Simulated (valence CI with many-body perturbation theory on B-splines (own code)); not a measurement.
S⁸⁺: configurations and terms from energies and g

Calculated by relativistic CI+MBPT: six valence electrons over a frozen Dirac-Fock core [He], radial functions for each j: 9 s, 9 p, 8 d, 6 f, 3 g, 1 h, with the one-electron correlation potential Σ1, the two-electron term Σ2, the three-electron term Σ3, Breit, model QED; selected CI, second order for the rest, scaled by the run's own slope (own B-spline code, finite nucleus).

No measured levels were compared; by estimate levels of excited configurations hold to 0.05 to 0.15 % of their energy, terms of the ground configuration to about 0.5 %. Among the levels kept, up to 1200 cm⁻¹ of a level comes from second order outside the variational space, and about a tenth of that is noise between levels of different J, which matters for small intervals.

| No. | J | Parity | E (cm⁻¹) | g |
| --- | --- | --- | --- | --- |
| 1 | 2 | even | 0 | 1.496 |
| 2 | 1 | even | 7978 | 1.500 |
| 4 | 2 | even | 58493 | 1.003 |
| 6 | 2 | odd | 445090 | 1.500 |
| 7 | 1 | odd | 452100 | 1.499 |
| 9 | 1 | odd | 616570 | 0.999 |
| 11 | 2 | odd | 1755000 | 1.999 |
| 12 | 1 | odd | 1782500 | 1.997 |
| 13 | 1 | odd | 1844500 | 0.517 |
| 14 | 2 | odd | 1844600 | 1.173 |
| 15 | 3 | odd | 1845300 | 1.333 |
| 16 | 2 | odd | 1858400 | 1.012 |
| 17 | 1 | even | 1866500 | 2.497 |
| 18 | 2 | even | 1867200 | 1.830 |

Energies count from the lowest level. Strongly mixed levels and levels close to another of their J and parity, and those with J = 0 are left out, so the numbers can have gaps.

(1) Give configuration and LS term of each level.

Answers

(1) 1: 2s2 2p4 3P; 2: 2s2 2p4 3P; 4: 2s2 2p4 1D; 6: 2s 2p5 3P°; 7: 2s 2p5 3P°; 9: 2s 2p5 1P°; 11: 2s2 2p3 3s 5S°; 12: 2s2 2p3 3s 3S°; 13: 2s2 2p3 3s 3D°; 14: 2s2 2p3 3s 3D°; 15: 2s2 2p3 3s 3D°; 16: 2s2 2p3 3s 1D°; 17: 2s2 2p3 3p 5P; 18: 2s2 2p3 3p 5P.
